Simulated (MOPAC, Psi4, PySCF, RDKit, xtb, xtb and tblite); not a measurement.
Two geometries of SMILES OB(CC#N)O, relaxed at GFN2-xTB with one dihedral held; other torsions can differ between them too.

Structure A

```
10

N     -2.1503     1.7039     0.1241
C     -1.5923     0.7088     0.0325
C     -0.8542    -0.5175    -0.0541
B      0.7392    -0.2323    -0.0341
O      1.3690     0.3847     0.9916
O      1.4573    -0.6692    -1.0797
H     -1.1437    -1.1506     0.7883
H     -1.1333    -1.0276    -0.9768
H      0.8369     0.7294     1.7067
H      2.3969    -0.4870    -1.0322
```

Structure B

```
10

N     -2.2669     1.6592     0.0604
C     -1.6243     0.7143     0.0204
C     -0.8326    -0.4834    -0.0297
B      0.7602    -0.2039    -0.0252
O      1.6609    -1.2192    -0.0686
O      1.2046     1.0567     0.0225
H     -1.1068    -1.1024     0.8298
H     -1.1138    -1.0334    -0.9327
H      1.3318    -2.1152    -0.1024
H      2.1572     1.1601     0.0228
```

Question: Which is lower in energy at the level DF-MP2 (frozen core)/cc-pVTZ // GFN2-xTB (Psi4), and by how much?

Answer: A is lower, by 1.27 kcal/mol (dihedral C2–C3–B4–O5: 60° in A, 180° in B).

E(B) − E(A) in kcal/mol at the other levels, on the same two geometries: GFN2-xTB (xtb and tblite) 1.94; PBE0/def2-TZVP // GFN2-xTB (Psi4) 1.52; PBE0-D3(BJ)/def2-TZVP // GFN2-xTB (Psi4) 1.57; PBE/def2-TZVP // GFN2-xTB (Psi4) 1.54; PBE-D3(BJ)/def2-TZVP // GFN2-xTB (Psi4) 1.60; HF/cc-pVTZ // GFN2-xTB (Psi4) 1.31; UFF // GFN2-xTB (RDKit) 0.69; AM1, restricted, heats of formation // GFN2-xTB (MOPAC) 1.14; PM6, restricted, heats of formation // GFN2-xTB (MOPAC) 1.57; GFN1-xTB // GFN2-xTB (xtb) 1.36; restricted B3LYP/6-31G*, spherical d, density fitting // GFN2-xTB (PySCF) 1.58; restricted Hartree-Fock/3-21G // GFN2-xTB (PySCF) 0.87; restricted Hartree-Fock/STO-3G // GFN2-xTB (PySCF) 0.61.
